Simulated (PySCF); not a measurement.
C3H10Si3, SMILES C=C1[SiH2][SiH2][C@H]1[SiH3].

Geometry: B3LYP-D3(BJ)/def2-SVP. The structure was generated by enumeration; whether it is a known compound was not checked.

These are TDA-LC-ωPBE/def2-SVPD run with PySCF values and carry that method's errors.

Vertical excitations. The molecule is in vacuum.

```csv
state,energy (eV),λ (nm),f,main pairs
S1,6.01,206,0.042,"HOMO−1→LUMO 53 %, HOMO−2→LUMO 26 %, HOMO→LUMO 11 %"
S2,6.32,196,0.129,"HOMO→LUMO 57 %, HOMO−1→LUMO 29 %"
S3,6.66,186,0.151,"HOMO−2→LUMO 52 %, HOMO→LUMO 24 %, HOMO−1→LUMO 10 %"
S4,6.94,179,0.057,HOMO−1→LUMO+2 66 %
S5,7.07,175,0.009,"HOMO→LUMO+1 63 %, HOMO→LUMO+2 16 %"
S6,7.22,172,0.195,"HOMO−1→LUMO+1 43 %, HOMO→LUMO+2 28 %"
T1,3.70,335,0,HOMO→LUMO 72 %
T2,5.33,233,0,"HOMO−1→LUMO 69 %, HOMO−2→LUMO 13 %"
```
Triplets are in the Tamm–Dancoff approximation.
